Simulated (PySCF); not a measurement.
H8PSi3 (SMILES [SiH2]P([SiH3])[SiH3]), doublet, at a GFN2-xTB geometry; B3LYP/3-21G run with PySCF.

PySCF was given this input:
```python
from pyscf import gto, scf, dft

mol = gto.Mole()
mol.atom = '''
    Si   -0.53553481    1.95659748   -0.18433632
    P    -0.18297106   -0.03455366    0.70585406
    Si    1.95119675   -0.44171437    0.23864680
    Si   -1.28042654   -1.37952794   -0.68048368
    H    -1.97115061    2.23838223   -0.07004645
    H     0.19729997    2.93848098    0.62251224
    H     2.24448884   -1.78709677    0.72598334
    H     2.72504487    0.56655955    0.95728692
    H     2.22169908   -0.35381557   -1.19799027
    H    -2.68284589   -0.97943007   -0.60603474
    H    -0.79563989   -1.25598825   -2.05686705
    H    -1.08762608   -2.74375946   -0.19623004
'''
mol.basis = '3-21g'
mol.spin = 1
mol.verbose = 4
mol.build()

mf = dft.UKS(mol)
mf.xc = 'b3lyp'
mf.kernel()
mf.analyze()
```

Output, abridged:

```
PySCF version 2.14.0

[INPUT] verbose = 4
[INPUT] num. atoms = 12
[INPUT] num. electrons = 65
[INPUT] charge = 0
[INPUT] spin (= nelec alpha-beta = 2S) = 1
[INPUT] symmetry False subgroup None
[INPUT] Mole.unit = angstrom
[INPUT] Symbol           X                Y                Z      unit          X                Y                Z       unit  Magmom
[...]
nuclear repulsion = 334.62035101914
number of shells = 44
number of NR pGTOs = 132
number of NR cGTOs = 68
basis = 3-21g
ecp = {}

******** <class 'pyscf.dft.uks.UKS'> ********
method = UKS
initial guess = minao
damping factor = 0
level_shift factor = 0
DIIS = <class 'pyscf.scf.diis.CDIIS'>
diis_start_cycle = 1
diis_space = 8
diis_damp = 0
SCF conv_tol = 1e-09
SCF conv_tol_grad = None
SCF max_cycles = 50
direct_scf = True
direct_scf_tol = 1e-13
number electrons alpha = 33  beta = 32
XC library pyscf.dft.libxc version 7.1.2
    S. Lehtola, C. Steigemann, M. J. T. Oliveira, and M. A. L. Marques,  SoftwareX 7, 1–5 (2018)
XC functionals = b3lyp
    P. J. Stephens, F. J. Devlin, C. F. Chabalowski, and M. J. Frisch,  J. Phys. Chem. 98, 11623 (1994)
radial grids:
    Treutler-Ahlrichs [JCP 102, 346 (1995); DOI:10.1063/1.469408] (M4) radial grids

becke partition: Becke, JCP 88, 2547 (1988); DOI:10.1063/1.454033
pruning grids: <function nwchem_prune>
grids dens level: 3
symmetrized grids: False
atomic radii adjust function: <function treutler_atomic_radii_adjust>
small_rho_cutoff = 0
Set gradient conv threshold to 3.16228e-05
tot grids = 155184
init E= -1207.52044822456

cycle= 1 E= -1208.26652927875  delta_E= -0.746  |g|= 0.127  |ddm|= 2.13
cycle= 2 E= -1208.26489663291  delta_E= 0.00163  |g|= 0.134  |ddm|= 0.441
cycle= 3 E= -1208.27892112909  delta_E= -0.014  |g|= 0.0306  |ddm|= 0.255
cycle= 4 E= -1208.27966848748  delta_E= -0.000747  |g|= 0.00665  |ddm|= 0.0643
cycle= 5 E= -1208.2797114584  delta_E= -4.3e-05  |g|= 0.00118  |ddm|= 0.014
cycle= 6 E= -1208.27971332239  delta_E= -1.86e-06  |g|= 0.000511  |ddm|= 0.00409
cycle= 7 E= -1208.27971367413  delta_E= -3.52e-07  |g|= 0.000157  |ddm|= 0.00157
cycle= 8 E= -1208.27971371328  delta_E= -3.92e-08  |g|= 3.41e-05  |ddm|= 0.000615
cycle= 9 E= -1208.27971371501  delta_E= -1.72e-09  |g|= 8.74e-06  |ddm|= 0.00012
cycle= 10 E= -1208.27971371513  delta_E= -1.25e-10  |g|= 2.1e-06  |ddm|= 3.15e-05
Extra cycle  E= -1208.27971371514  delta_E= -1.05e-11  |g|= 1.38e-06  |ddm|= 9.95e-06
converged SCF energy = -1208.27971371514  <S^2> = 0.75140163  2S+1 = 2.0014011
[...]
Total Energy =                       -1208.279713715141497
[...]
spin_pop of  3 Si 1s        0.00000
spin_pop of  3 Si 2s        0.00000
spin_pop of  3 Si 3s        0.00047
spin_pop of  3 Si 4s        0.00016
spin_pop of  3 Si 2px      -0.00000
spin_pop of  3 Si 2py       0.00000
spin_pop of  3 Si 2pz      -0.00000
spin_pop of  3 Si 3px       0.00305
spin_pop of  3 Si 3py      -0.00102
spin_pop of  3 Si 3pz      -0.00229
spin_pop of  3 Si 4px       0.00002
spin_pop of  3 Si 4py       0.00017
spin_pop of  3 Si 4pz      -0.00001
spin_pop of  4 H 1s        0.00794
spin_pop of  4 H 2s        0.00023
spin_pop of  5 H 1s        0.00924
spin_pop of  5 H 2s        0.00023
spin_pop of  6 H 1s       -0.00110
spin_pop of  6 H 2s       -0.00002
spin_pop of  7 H 1s       -0.00006
spin_pop of  7 H 2s        0.00002
spin_pop of  8 H 1s        0.00478
spin_pop of  8 H 2s        0.00025
spin_pop of  9 H 1s       -0.00004
spin_pop of  9 H 2s        0.00002
spin_pop of  10 H 1s        0.00456
spin_pop of  10 H 2s        0.00024
spin_pop of  11 H 1s       -0.00108
spin_pop of  11 H 2s       -0.00003
 ** Mulliken Spin Density (per atom)  **
spin density of  0 Si =      0.80385
spin density of  1 P =      0.16847
spin density of  2 Si =      0.00194
spin density of  3 Si =      0.00056
spin density of  4 H =      0.00817
spin density of  5 H =      0.00946
spin density of  6 H =     -0.00112
spin density of  7 H =     -0.00004
spin density of  8 H =      0.00503
spin density of  9 H =     -0.00002
spin density of  10 H =      0.00480
spin density of  11 H =     -0.00110
 ** Mulliken pop alpha/beta on meta-lowdin orthogonal AOs **
 ** Mulliken pop       alpha | beta **
In total            33.00000 | 32.00000
 ** Mulliken atomic charges   ( Nelec_alpha | Nelec_beta ) **
charge of  0Si =      0.12511  (     7.33937      6.53552 )
charge of  1P =     -0.27284  (     7.72065      7.55219 )
charge of  2Si =      0.30436  (     6.84879      6.84685 )
charge of  3Si =      0.30338  (     6.84859      6.84803 )
charge of  4H =     -0.05183  (     0.53000      0.52183 )
charge of  5H =     -0.05135  (     0.53041      0.52095 )
charge of  6H =     -0.05616  (     0.52752      0.52864 )
charge of  7H =     -0.05395  (     0.52695      0.52699 )
charge of  8H =     -0.06821  (     0.53662      0.53159 )
charge of  9H =     -0.05395  (     0.52696      0.52698 )
charge of  10H =     -0.06856  (     0.53668      0.53188 )
charge of  11H =     -0.05600  (     0.52745      0.52855 )
Dipole moment(X, Y, Z, Debye):  0.53811, -0.66325, -1.16006
```
